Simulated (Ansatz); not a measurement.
Harmonic frequencies (cm⁻¹) at PBE0-D4/def2-TZVP from Ansatz: 12, 32, 58, 189, 198, 237, 300, 343, 400, 423, 557, 566, 575, 868, 964, 1111, 1898, 1917.

Each molecule was computed in one conformer, which needn't be the lowest.

Q: Which molecule is it?
A. `O[Si@H]1O[C@H]1F`
B. `NC1O[SiH2]1`
C. `C1=CC1`
D. `F[Si](F)(Br)[O][InH2]`

A: D.
